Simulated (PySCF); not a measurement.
HOZn, SMILES [OH][Zn] (connectivity only; charge and spin as stated), neutral, multiplicity 2.

Coordinates come from a PBE0-D3(BJ)/def2-TZVP optimisation. The multiplicity is an assumed one; other spin states were not compared. The isomer is the one that the SMILES or the coordinates give; other isomers of the formula were not compared.

Computed with PBE0-D3(BJ)/def2-TZVP (PySCF 2.14.0).

Frequencies are harmonic and unscaled.

### Question
List the normal modes with their intensities. (An estimate is asked for; the answer gives what the named calculation found.)

### Answer

```csv
mode,ν (cm⁻¹),IR (km/mol),moving atoms (share of kinetic energy)
1,583,72.0,"O 80 %, Zn 19 %"
2,709,39.1,H 94 %
3,3875,41.7,H 94 %
```
